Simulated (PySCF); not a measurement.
C3H9FSi. Atoms are numbered in the order given.

```xyz
14

Si     0.9882    -0.4624     0.0368
F      2.4454     0.1051    -0.4763
C     -0.3035     0.8809    -0.2449
C     -1.6293     0.6797     0.5115
C     -2.3821    -0.5941     0.1176
H      0.7106    -1.7213    -0.7359
H      1.1059    -0.7782     1.5038
H      0.1751     1.8381     0.0581
H     -0.4868     0.9656    -1.3392
H     -2.2844     1.5613     0.3403
H     -1.4291     0.6660     1.6057
H     -1.8015    -1.5106     0.3567
H     -3.3515    -0.6742     0.6491
H     -2.5933    -0.6174    -0.9721
```

Geometry: PBE-D3(BJ)/def2-SVP. Other conformers were not sampled.

All values below come from PBE0/pcSseg-1 run with PySCF.

GIAO shieldings, no solvent; atoms listed in one row are averaged. δ = σ(ref) − σ: ²⁹Si against TMS (σ = 352.7 ppm); ¹⁹F against CFCl3 (σ = 167.2 ppm); ¹³C against TMS (σ = 186.3 ppm); ¹H against TMS (σ = 31.56 ppm), references at their B3LYP-D3(BJ)/def2-TZVP geometries, non-relativistic.

| nucleus | atoms | count | δ (ppm) |
|---|---|---|---|
| ²⁹Si | Si1 | 1 | 17.9 |
| ¹⁹F | F2 | 1 | -226.3 |
| ¹³C | C4 | 1 | 23.5 |
| ¹³C | C5 | 1 | 21.6 |
| ¹³C | C3 | 1 | 20.0 |
| ¹H | H6 | 1 | 5.76 |
| ¹H | H7 | 1 | 5.57 |
| ¹H | H10 | 1 | 2.17 |
| ¹H | H11 | 1 | 1.97 |
| ¹H | H8, H9 | 2 | 1.56 |
| ¹H | H12, H13, H14 | 3 | 1.39 |
